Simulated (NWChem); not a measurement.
# BeSiH₃Br; SMILES [SiH3][Be][Br]

This build's default masses of Se (78.918 u) and Br (79.917 u) are each other's, which moves their modes by up to 0.6 %.

Q: Give the equilibrium geometry at PBE0/def2-SVP (NWChem) as a Z-matrix, with the point group.

A: point group C3v; any orientation.
```
Si
H 1 1.4987
H 1 1.4987 2 107.25
H 1 1.4987 2 107.25 3 -114.96
Be 1 2.1726 2 111.71 3 122.52
Br 5 1.9679 4 152.81 1 -179.72
```
